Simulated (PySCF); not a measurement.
Two species compared at the same levels of theory.

First species: C6H7N3O.
InChI=1S/C6H7N3O/c1-3-5-4-7-9-6(8-5)10-2/h3-4H,1H2,2H3

Second species: C₈H₁₈S.
Geometry (GFN2-xTB, Å), atoms numbered from 1 in this order:
```xyz
27
C8H18S angstrom
C      2.0713    0.0750    1.3980
C      1.6095   -0.1905   -0.0268
S      2.9655    0.2892   -1.1808
C      0.2875    0.4682   -0.4702
C      0.1164    1.8461    0.1721
C     -0.9551   -0.4528   -0.2993
C     -1.1184   -0.9825    1.1267
C     -0.8494   -1.6432   -1.2617
C     -2.2227    0.3257   -0.6768
H      2.2853    1.1290    1.5557
H      1.3193   -0.2368    2.1168
H      2.9845   -0.4852    1.5898
H      1.5550   -1.2683   -0.1870
H      2.9602    1.5858   -0.8778
H      0.3764    0.6314   -1.5515
H     -0.1271    1.7705    1.2281
H      1.0344    2.4229    0.0713
H     -0.6699    2.4047   -0.3261
H     -0.3136   -1.6640    1.3899
H     -2.0568   -1.5277    1.2061
H     -1.1438   -0.1695    1.8481
H     -0.0003   -2.2813   -1.0316
H     -1.7470   -2.2540   -1.1950
H     -0.7470   -1.2983   -2.2883
H     -3.0664   -0.3579   -0.7456
H     -2.4639    1.0766    0.0702
H     -2.1040    0.8133   -1.6420
```

Levels: PBE0/pcSseg-1 for dipole moment, HOMO energy, LUMO energy and HOMO–LUMO gap; GFN2-xTB for rotational constant A and rotational constant C. Geometries: GFN2-xTB. All species are isolated and taken at one optimised geometry, non-relativistic unless stated. Electronic properties by PySCF.

The conformers computed, where there is a choice (atom-mapped SMILES and torsion angles):
- `[CH2:1]=[CH:2][c:3]1[cH:4][n:5][n:6][c:7]([O:8][CH3:9])[n:10]1`: C1–C2–C3–C4 180°, N6–C7–O8–C9 180°
- `[CH3:1][C@H:2]([SH:3])[C@H:4]([CH3:5])[C:6]([CH3:7])([CH3:8])[CH3:9]`: C1–C2–C4–C5 35°, C2–C4–C6–C7 55°, H–S3–C2–C1 -64°

Values for the first species:

| Property | Result |
| --- | --- |
| Dipole moment | 4.85 D |
| HOMO energy | -6.72 eV |
| LUMO energy | -2.40 eV |
| HOMO–LUMO gap | 4.32 eV |
| Rotational constant A | 1.969 GHz |
| Rotational constant C | 0.772 GHz |

(1) Estimate the same properties for the second species, and the change in each.

Answers

(1) 
```csv
property,first,second,second less first
dipole moment,4.85 D,1.94 D,-2.91 D
HOMO energy,-6.72 eV,-6.61 eV,+0.11 eV
LUMO energy,-2.40 eV,0.67 eV,+3.07 eV
HOMO–LUMO gap,4.32 eV,7.28 eV,+2.96 eV
rotational constant A,1.969 GHz,1.977 GHz,+0.008 GHz
rotational constant C,0.772 GHz,0.807 GHz,+0.035 GHz
```

On the first: In atomic units the dipole is 1.91 e·bohr (1 au = 2.5417 D).

On the second: In atomic units the dipole is 0.76 e·bohr (1 au = 2.5417 D). A dipole of 1.94 D is allowed in C1, and pure rotational transitions are dipole-allowed.
